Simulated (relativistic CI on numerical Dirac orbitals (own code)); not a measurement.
# Energy levels of Ag³⁶⁺

Computed by Dirac-Coulomb-Breit CI, separate exchange-only KLI orbitals for each configuration, QED by a radiative potential, unscaled Slater integrals (own radial code, finite nucleus).

CI space (outside the closed core [Ne]): 3s, 3p, 3d, 4s, 4p, 4d, 4f, 5s, 5p, 5d, 5f, 5g, 6s, 6p, 6d, 7s, 7p. Levels of other configurations are missing.

The lowest level is 3s 2S_1/2, with 100 % of that term; Hund's rules for 3s give 2S with J = 1/2, in agreement.

| No. | Configuration | Term | J | E (eV) | % | Lifetime (s) | jj configuration (%) |
| --- | --- | --- | --- | --- | --- | --- | --- |
| 1 | 3s | 2S | 1/2 | 0.00 | 100 |  | 3s (100) |
| 2 | 3p | 2P° | 1/2 | 82.37 | 100 | 5.31e-11 | 3p1/2 (100) |
| 3 | 3p | 2P° | 3/2 | 127.59 | 100 | 1.39e-11 | 3p3/2 (100) |
| 4 | 3d | 2D | 3/2 | 234.07 | 100 | 1.08e-11 | 3d3/2 (100) |
| 5 | 3d | 2D | 5/2 | 243.78 | 100 | 2.12e-11 | 3d5/2 (100) |
| 6 | 4s | 2S | 1/2 | 1084.41 | 100 | 1.52e-13 | 4s (100) |
| 7 | 4p | 2P° | 1/2 | 1118.34 | 100 | 1.30e-13 | 4p1/2 (100) |
| 8 | 4p | 2P° | 3/2 | 1136.64 | 100 | 1.55e-13 | 4p3/2 (100) |
| 9 | 4d | 2D | 3/2 | 1176.78 | 100 | 7.69e-14 | 4d3/2 (100) |
| 10 | 4d | 2D | 5/2 | 1181.03 | 100 | 7.58e-14 | 4d5/2 (100) |
| 11 | 4f | 2F° | 5/2 | 1201.94 | 100 | 3.60e-14 | 4f5/2 (100) |
| 12 | 4f | 2F° | 7/2 | 1203.71 | 100 | 3.63e-14 | 4f7/2 (100) |
| 13 | 5s | 2S | 1/2 | 1564.33 | 100 | 1.88e-13 | 5s (100) |
| 14 | 5p | 2P° | 1/2 | 1581.38 | 100 | 1.61e-13 | 5p1/2 (100) |
| 15 | 5p | 2P° | 3/2 | 1590.55 | 100 | 1.88e-13 | 5p3/2 (100) |
| 16 | 5d | 2D | 3/2 | 1610.15 | 100 | 1.03e-13 | 5d3/2 (100) |
| 17 | 5d | 2D | 5/2 | 1612.34 | 100 | 1.03e-13 | 5d5/2 (100) |
| 18 | 5f | 2F° | 5/2 | 1622.69 | 100 | 6.73e-14 | 5f5/2 (100) |
| 19 | 5f | 2F° | 7/2 | 1623.60 | 100 | 6.80e-14 | 5f7/2 (100) |
| 20 | 5g | 2G | 7/2 | 1624.92 | 100 | 1.24e-13 | 5g7/2 (100) |
| 21 | 5g | 2G | 9/2 | 1625.47 | 100 | 1.24e-13 | 5g9/2 (100) |
| 22 | 6s | 2S | 1/2 | 1818.32 | 100 | 2.62e-13 | 6s (100) |
| 23 | 6p | 2P° | 1/2 | 1828.05 | 100 | 2.25e-13 | 6p1/2 (100) |
| 24 | 6p | 2P° | 3/2 | 1833.28 | 100 | 2.58e-13 | 6p3/2 (100) |
| 25 | 6d | 2D | 3/2 | 1844.33 | 100 | 1.51e-13 | 6d3/2 (100) |
| 26 | 6d | 2D | 5/2 | 1845.61 | 100 | 1.52e-13 | 6d5/2 (100) |
| 27 | 7s | 2S | 1/2 | 1968.82 | 100 | 3.62e-13 | 7s (100) |
| 28 | 7p | 2P° | 1/2 | 1974.89 | 100 | 3.21e-13 | 7p1/2 (100) |
| 29 | 7p | 2P° | 3/2 | 1978.15 | 100 | 3.63e-13 | 7p3/2 (100) |

Energies count from the lowest computed level; ° marks odd parity; lifetimes are radiative, by E1, M1, E2, M2 decay to levels of this space only. Filled j subshells are mostly left out of the jj labels.

The mean weight of the leading LS term, summed over parents, in these 29 levels is 100 %, and that of the leading jj configuration (from the same eigenvectors) 100 %.

At this charge energies of transitions that change n are usually good to better than 1 %, and those within a shell (Δn = 0) to a few per cent.
